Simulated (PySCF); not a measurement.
Mapped SMILES: `[CH2:1]=[C:2]1[CH2:3][SiH2:4][S:5]1` (H(Xn): hydrogen on atom n). Ha(C1) is cis to C3; Hb(C1) is trans to C3.

Geometry: PBE0-D3(BJ)/def2-SVP; GIAO shifts from PySCF, gas phase, non-relativistic, averaged over equivalent atoms.

At PBE0/6-31G* (90 basis functions, 11 s wall time on 1 thread of an Arm Neoverse N1, shared host):
```json
{"atoms": "C2", "δ (ppm)": "139.7"}
{"atoms": "C1", "δ (ppm)": "109.4"}
{"atoms": "C3", "δ (ppm)": "23.5"}
{"atoms": "Si4", "δ (ppm)": "1.9"}
{"atoms": "S5", "δ (ppm)": "-4.5"}
{"atoms": "H(Si4)", "δ (ppm)": "5.31"}
{"atoms": "Hb(C1)", "δ (ppm)": "5.05"}
{"atoms": "Ha(C1)", "δ (ppm)": "5.01"}
{"atoms": "H(C3)", "δ (ppm)": "2.52"}
```

Referencing at the same level of theory: ¹³C (194.14 ppm) and ²⁹Si (418.09 ppm) and ¹H (31.96 ppm) against TMS; ³³S (545.91 ppm) against CS2.

Task: What do these become at B97-2/pcSseg-2?

Result: 
```tsv
atoms	δ at B97-2/pcSseg-2	change
C2	157.7	+18.0
C1	117.9	+8.5
C3	25.9	+2.4
Si4	-28.1	-30.0
S5	28.7	+33.2
H(Si4)	5.18	-0.13
Hb(C1)	5.28	+0.23
Ha(C1)	5.16	+0.15
H(C3)	2.76	+0.24
```

Shifts are taken against calculated references (same method and geometry level): ¹³C (183.46 ppm), ²⁹Si (347.59 ppm), ¹H (31.36 ppm) against TMS; ³³S (507.25 ppm) vs CS2.

The largest change is at S5 (sulfur bonded to C, Si, in a 4-membered ring). Cost: 278 basis functions, 49 s wall time on 1 thread of an Arm Neoverse N1, shared host. The order of the carbon signals is the same at both levels.
